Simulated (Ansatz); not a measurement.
`N[CH2][GeH3]` → `[CH2]N`• + `[GeH3]`•  (homolysis of the C–Ge bond)

Computed with Ansatz on PBE0-D4/def2-TZVP structures; ΔE is electronic, products minus reactants. CBS: MP2 limit from def2 TZ/QZ plus the TZ coupled-cluster correction, frozen cores. Open shells (•) are unrestricted, without spin–orbit coupling. For Ge outer-core shells are correlated without core-valence functions, which leaves a few kJ/mol of doubt a bond. Scalar relativity is left out up to krypton. One conformer a species, not always the lowest.

`N[CH2][GeH3]`:

Cartesian coordinates in Å:
```
N -0.924 1.004 0.706
C -0.689 -0.279 0.061
Ge 1.134 -0.334 -0.673
H -0.313 1.125 1.505
H -1.875 1.073 1.047
H -0.841 -1.160 0.702
H -1.374 -0.381 -0.785
H 2.135 0.009 0.449
H 1.291 0.688 -1.809
H 1.455 -1.744 -1.203
```

`[CH2]N`•:

Cartesian coordinates in Å:
```
C 0.180 -0.009 0.651
N -0.252 0.047 -0.665
H -0.323 -0.713 1.301
H 0.564 0.907 1.079
H 0.312 0.609 -1.282
H -0.481 -0.841 -1.084
```

`[GeH3]`•:

```xyz
4

Ge   -0.151    0.037    0.316
H     1.072   -0.883    0.484
H     0.270    1.435   -0.170
H    -1.191   -0.590   -0.630
```

| species | CCSD(T)/CBS(def2) energy (Eh) |
| --- | --- |
| `N[CH2][GeH3]` | -2173.05667 |
| `[CH2]N`• | -95.09224 |
| `[GeH3]`• | -2077.84911 |

Problem. Work out ΔE.

Solution. ΔE = (-95.09224) + (-2077.84911) − (-2173.05667) = 0.11532 Eh = +302.8 kJ/mol.

Largest T1 diagnostic among the species: 0.016.

At CCSD(T), def2-SVP lies −23.9 kJ/mol from the extrapolated value and def2-TZVPP −9.1 kJ/mol: correlation converges slowly with the basis, and small sets miss more of it in the bonded molecule than in its fragments. The D4 term adds +11.9 kJ/mol with B3LYP and +6.4 kJ/mol with PBE0; it sums over pairs of atoms, weighted by their polarisabilities, and B3LYP, whose exchange is more repulsive, gets the larger term. From BLYP to BHLYP (50 % exact exchange), in def2-TZVPP and without D4, ΔE moves by +12.5 kJ/mol.

B3LYP here is the variant with VWN-RPA as its local correlation; programs differ in this.
